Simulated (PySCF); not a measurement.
FH₃O₂SeSi, SMILES O[Si](O)(F)[SeH].

The structure is a stationary point at B3LYP-D3(BJ)/def2-SVP. This is a generated structure with no PubChem entry under its InChIKey; it may be hypothetical. The values are those of a single conformer.

Method: PySCF with TDDFT-CAM-B3LYP/def2-SVPD.

Vertical excitations. 

```json
[
 {"state": "S1", "energy (eV)": "5.48", "λ (nm)": "226", "f": "0.002", "main pairs": "HOMO→LUMO+1 86 %"},
 {"state": "S2", "energy (eV)": "5.99", "λ (nm)": "207", "f": "0.061", "main pairs": "HOMO→LUMO 74 %"},
 {"state": "S3", "energy (eV)": "7.17", "λ (nm)": "173", "f": "0.016", "main pairs": "HOMO→LUMO+2 68 %, HOMO→LUMO+3 11 %"},
 {"state": "S4", "energy (eV)": "7.52", "λ (nm)": "165", "f": "0.016", "main pairs": "HOMO→LUMO+3 50 %, HOMO→LUMO+2 16 %"},
 {"state": "S5", "energy (eV)": "7.67", "λ (nm)": "162", "f": "0.042", "main pairs": "HOMO−1→LUMO+1 41 %, HOMO→LUMO+6 26 %, HOMO−1→LUMO 21 %"},
 {"state": "S6", "energy (eV)": "7.77", "λ (nm)": "160", "f": "0.011", "main pairs": "HOMO→LUMO+4 33 %, HOMO→LUMO+6 30 %, HOMO→LUMO+5 15 %, HOMO→LUMO+3 6 %"},
 {"state": "S7", "energy (eV)": "7.81", "λ (nm)": "159", "f": "0.021", "main pairs": "HOMO→LUMO+4 51 %, HOMO−1→LUMO 24 %, HOMO→LUMO+6 8 %, HOMO→LUMO+3 8 %"},
 {"state": "S8", "energy (eV)": "7.98", "λ (nm)": "155", "f": "0.005", "main pairs": "HOMO→LUMO+5 48 %, HOMO−1→LUMO 18 %, HOMO→LUMO+3 12 %"},
 {"state": "S9", "energy (eV)": "8.32", "λ (nm)": "149", "f": "0.124", "main pairs": "HOMO−2→LUMO 44 %, HOMO−1→LUMO+1 13 %, HOMO−1→LUMO 7 %"},
 {"state": "S10", "energy (eV)": "8.39", "λ (nm)": "148", "f": "0.235", "main pairs": "HOMO−2→LUMO 29 %, HOMO−1→LUMO+1 22 %, HOMO−1→LUMO 12 %, HOMO→LUMO+5 10 %"},
 {"state": "T1", "energy (eV)": "5.04", "λ (nm)": "246", "f": "0", "main pairs": "HOMO→LUMO+1 84 %"},
 {"state": "T2", "energy (eV)": "5.61", "λ (nm)": "221", "f": "0", "main pairs": "HOMO→LUMO 65 %, HOMO→LUMO+2 12 %, HOMO→LUMO+8 12 %"},
 {"state": "T3", "energy (eV)": "6.76", "λ (nm)": "183", "f": "0", "main pairs": "HOMO→LUMO+3 27 %, HOMO→LUMO+2 21 %, HOMO−1→LUMO+1 21 %, HOMO→LUMO+9 7 %"},
 {"state": "T4", "energy (eV)": "6.89", "λ (nm)": "180", "f": "0", "main pairs": "HOMO−1→LUMO+1 60 %, HOMO→LUMO+2 9 %"}
]
```
Triplets are in the Tamm–Dancoff approximation, which puts them higher than full response would, so one can lie above its singlet here.
